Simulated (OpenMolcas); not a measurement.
**Al I: the spin-orbit constant, thermal populations, worked from levels**

| Item | Value |
| --- | --- |
| Program | OpenMolcas |
| Basis | ANO-RCC-VQZP [6s5p3d2f1g] |
| Scalar Hamiltonian | DKH2, point nucleus |
| Active space | 3 electrons in 4 orbitals (3s 3p) |
| State averaging | 2S+1 = 4 odd, 1 root (0 in the spin-orbit step); 2S+1 = 2 odd, 3 roots; 2S+1 = 4 even, 3 roots; 2S+1 = 2 even, 5 roots |
| Spin-orbit coupling | RASSI with atomic mean-field integrals over the reference wave functions, term energies averaged over their components |

Methods: CASSCF; SS-CASPT2, IPEA 0.25 Eh, imaginary shift 0.1 Eh (closed shells correlated: 2s 2p). Measured levels: NIST Handbook of Basic Atomic Spectroscopic Data.

**The spin-orbit constant.** For the Hund term 2P* of p1, E(J) = (A/2) J(J+1) + constant and ζ = 2S·A = A. From J = 1/2 to J = 3/2 the energy changes by 1.5 A.

```
   Source  E(3/2) - E(1/2)     A   ζ
   CASSCF            102.9  68.6  69
SS-CASPT2            102.9  68.6  69
 measured            112.1  74.7  75
```

All in cm-1. SS-CASPT2 is off by -8.2 % and CASSCF by -8.2 %. Both methods take the spin-orbit matrix elements from the reference wave functions, so the second can move ζ only through the term energies and any multistate remixing.

**Thermal populations.** Z = Σ (2J + 1) exp(-E/kT) with k = 0.695035 cm-1/K, over the levels below. No other level of either list lies under 25300 cm-1, which is above 7 kT at each temperature.

| Level | 2J + 1 | SS-CASPT2 | measured |
| --- | --- | --- | --- |
| 3s2 3p 2P* 1/2 | 2 | 0.0 | 0.0 |
| 3s2 3p 2P* 3/2 | 4 | 103 | 112 |

```
T (K)  Z, SS-CASPT2  Z, measured levels  Ground level (%), SS-CASPT2  Ground level (%), measured levels
 2000         5.714               5.690                         35.0                               35.1
 3000         5.807               5.791                         34.4                               34.5
 5000         5.883               5.873                         34.0                               34.1
```

At 5000 K, kT = 3475 cm-1, and the computed levels give Z = 2.000 + 3.883 = 5.883.

Over all roots computed the reference weight is 0.92 to 0.98 in SS-CASPT2; the roots of lowest weight are the least certain, and an intruder state may touch them. Without dynamic correlation excited terms often stand tens of per cent too high (terms of higher spin than the ground term too low), and those without a measured partner can miss by more than the paired ones (holds for CASSCF). Computed and measured levels are paired by configuration, term and J; levels that our copy of the source lacks, or whose pairing is in doubt (as where it misses far off the trend of its configuration), stay unpaired and out of the deviations. Only configurations of the active space appear.

* marks odd parity.
